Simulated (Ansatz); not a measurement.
Relaxation of F₂Ge₂H₆O (11 atoms, charge 0, multiplicity 1), to a largest force component of 0.03 eV/Å in at most 50 steps.

Level of theory: Ansatz 0.2.0, RKS BLYP/def2-SVP.

```xyz
11
Properties=species:S:1:pos:R:3
Ge -0.086 0.260 0.223
Ge 0.087 0.137 2.627
H -0.984 -0.857 3.136
H 1.509 -0.331 3.010
H -0.182 1.555 3.198
F 1.453 0.548 -0.592
O -1.234 1.540 -0.270
H -1.432 1.493 -1.228
F -0.641 -1.226 -0.566
H 0.567 -2.302 1.002
H 0.928 -2.291 1.625
```

Question: Where does it end, and by what steps?

Answer: The run converged. The force dipped under the threshold on the way, but the program's further checks kept it going. After 17 steps the energy has fallen by 0.208 eV; H11 moved furthest, 1.54 Å.

| step | energy less start (eV) | largest force component (eV/Å) | accepted |
| --- | --- | --- | --- |
| 0 | 0.0000 | 1.494 | yes |
| 1 | -0.1184 | 0.134 | yes |
| 2 | -0.1534 | 0.084 | yes |
| 3 | -0.1716 | 0.087 | yes |
| 4 | -0.1811 | 0.259 | yes |
| 5 | -0.1893 | 0.157 | yes |
| 6 | -0.1953 | 0.165 | yes |
| 7 | -0.1968 | 0.251 | yes |
| 8 | -0.2011 | 0.123 | yes |
| 9 | -0.2030 | 0.112 | yes |
| 10 | -0.2053 | 0.079 | yes |
| 11 | -0.2020 | 0.407 | no |
| 12 | -0.2063 | 0.028 | yes |
| 13 | -0.2070 | 0.041 | yes |
| 14 | -0.2073 | 0.071 | yes |
| 15 | -0.2076 | 0.080 | yes |
| 16 | -0.2078 | 0.058 | yes |
| 17 | -0.2080 | 0.029 | yes |

```xyz
11
Properties=species:S:1:pos:R:3
Ge -0.010 0.538 0.284
Ge 0.112 0.521 2.736
H -1.055 -0.348 3.264
H 1.480 -0.086 3.129
H -0.011 1.981 3.236
F 1.309 1.432 -0.474
O -1.555 1.216 -0.311
H -1.591 1.222 -1.290
F 0.180 -1.074 -0.427
H 0.515 -3.127 0.787
H 0.611 -3.747 1.230
```

Whether the end is a true minimum wasn't checked by a vibrational analysis.

The run took 26 s on 4 threads of Arm Neoverse V2, on a shared host, peak memory 0.21 GiB.
